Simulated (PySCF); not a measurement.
# Nuclear quadrupole coupling in `C=CN(C)CC([SiH3])[SiH3]`

Species: C5H15NSi2.
Cartesian coordinates in Å at the GFN2-xTB level; atoms count from 1:
```xyz
23
C5H15NSi2 angstrom
C     -2.842    0.521    1.243
C     -1.751   -0.218    1.048
N     -1.186   -0.560   -0.153
C     -1.723    0.001   -1.365
C      0.167   -1.053   -0.199
C      1.246    0.015   -0.438
Si     2.957   -0.811   -0.573
Si     1.195    1.410    0.863
H     -3.229    0.658    2.236
H     -3.384    0.998    0.448
H     -1.248   -0.663    1.897
H     -1.248   -0.477   -2.221
H     -2.795   -0.197   -1.408
H     -1.568    1.085   -1.434
H      0.368   -1.566    0.745
H      0.220   -1.805   -0.999
H      1.041    0.478   -1.410
H      3.291   -1.474    0.690
H      2.919   -1.821   -1.638
H      3.971    0.189   -0.901
H      1.308    0.825    2.200
H     -0.041    2.186    0.760
H      2.327    2.306    0.617
```

Field gradients from the PBE0/pcSseg-1 density (PySCF, non-relativistic), principal values in atomic units, ordered |Vxx| ≤ |Vyy| ≤ |Vzz|:

```csv
atom,Vxx,Vyy,Vzz
N3,0.5530,0.6259,-1.1789
```

Task: Find the asymmetry η = (Vxx − Vyy)/Vzz and the couplings χ = eQV/h (234.96 MHz × Q in barn × V in au), with Q(14N) = 0.02044 b.

Result: 
```
atom       environment  nucleus     η  χzz (MHz)  χxx (MHz)  χyy (MHz)
  N3  enamine nitrogen      14N  0.06      -5.66       2.66       3.01
```

The tensor is traceless: Vxx + Vyy + Vzz = 0.

Task: What is Vzz at N3 in SI units (1 au = 9.71736 × 10²¹ V/m²)?

Result: -1.1789 au = -11.456 × 10²¹ V/m².

Task: And the gradient at the other heavy atoms, for which no coupling is worked out here?

Result: 
| atom | environment | Vzz (au) | η |
| --- | --- | --- | --- |
| C1 | terminal =CH2 carbon | 0.088 | 0.72 |
| C2 | vinylic carbon bearing nitrogen | -0.313 | 0.53 |
| C4 | N-methyl carbon | 0.248 | 0.12 |
| C5 | sp3 carbon bound to nitrogen | 0.231 | 0.59 |
| C6 | sp3 carbon bound to silicon | 0.067 | 0.82 |
| Si7 | SiH3 silicon | 0.115 | 0.34 |
| Si8 | SiH3 silicon | 0.142 | 0.40 |

Were the hydrogens deuterons (Q(2H) = 0.00286 b), χzz would run from 108 kHz (H19) to 234 kHz (H10 and H9).

Geometry: GFN2-xTB, one conformer, isolated molecule. GFN2-xTB bond lengths can be off by several hundredths of an ångström, more for odd bonds, and the gradients follow them. These gradients aren't converged with respect to the basis.
